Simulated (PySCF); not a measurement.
Vertical excitations of a molecule C2H5ClO2Si from TDA-PBE/def2-SVPD (PySCF), as energy in eV (oscillator strength): 5.37 (0.001), 6.17 (0.012), 6.20 (0.001), 6.47 (0.024), 6.58 (0.023), 6.81 (0.003), 7.12 (0.024), 7.20 (0.008), 7.33 (0.052), 7.47 (0.012). Lowest triplet (TDA): 4.91 eV. Coordinates come from a PBE0-D3(BJ)/def2-SVP optimisation. One conformer was computed; it need not be the lowest.

Task: Identify the compound among the candidates.
A. Cl[Si@H]1COCO1
B. COC(=O)[SiH2]Cl
C. CO[Si@@H](Cl)C=O
D. CC(=O)O[SiH2]Cl

Result: D, CC(=O)O[SiH2]Cl
